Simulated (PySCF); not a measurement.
Two structures of BNH2ClF, closed shell, reached by relaxing down either side of one saddle point (PBE0-D4/def2-TZVP). Energies are electronic, without zero-point energy. Program: PySCF 2.14 with density fitting (its default auxiliary sets; JK sets also for MP2 and CCSD(T)). Basis: def2-TZVPP and def2-QZVPP. Cores are frozen in the correlated methods. Extrapolation: Hartree–Fock as exp(−7.88 √X), correlation as X^−2.97. First:

```xyz
6
angstrom
B -0.4860 0.3452 -0.0749
F -1.5363 0.4093 0.7353
N 0.5633 -0.5215 0.1958
H 0.5627 -1.1220 1.0020
Cl -0.4650 1.3899 -1.4982
H 1.3711 -0.5968 -0.3946
```

Second:

| atom | x (Å) | y (Å) | z (Å) |
| --- | --- | --- | --- |
| B1 | 0.2865 | 0.5163 | -0.9315 |
| F2 | -1.2943 | -0.4223 | 1.7460 |
| N3 | 0.7187 | -0.3571 | -0.1539 |
| H4 | -0.6144 | -0.3962 | 1.0988 |
| Cl5 | -0.3991 | 1.7038 | -1.9009 |
| H6 | 1.3455 | -1.0443 | 0.1998 |

(1) Which bonds change from the first to the second?

(2) Give the saddle point's structure and its height above each. (To be estimated.)

No T1 diagnostic of these runs exceeds 0.015.

Answers

(1) BNH₂ClF ([NH2][B]([F])[Cl]) → BNHCl ([NH][B][Cl]) + HF; bonds formed: F2–H4; bonds broken: B1–F2, N3–H4.

(2) Computed: 79.85 kcal/mol above the first and 13.84 kcal/mol above the second (CCSD(T) at an estimated basis limit (MP2 extrapolated from triple and quadruple zeta, plus CCSD(T) − MP2 in triple zeta)).
| atom | x (Å) | y (Å) | z (Å) |
| --- | --- | --- | --- |
| B1 | -0.0931 | 0.3624 | -0.4036 |
| F2 | -1.1813 | -0.0270 | 1.0530 |
| N3 | 0.7865 | -0.5031 | -0.0055 |
| H4 | -0.3272 | -0.5787 | 1.0542 |
| Cl5 | -0.8566 | 1.5588 | -1.3433 |
| H6 | 1.6720 | -0.8125 | -0.3548 |

Labels in which every atom is bracketed show which atoms are joined, not bond orders.

For scale, one of the runs: CCSD(T)/def2-TZVPP, 163 basis functions, launched by `OMP_NUM_THREADS=4 python run.py`. Time: 3 min of wall clock on 4 CPU threads of an Arm Neoverse V2; the host was shared. Peak host memory: 1.4 GiB.
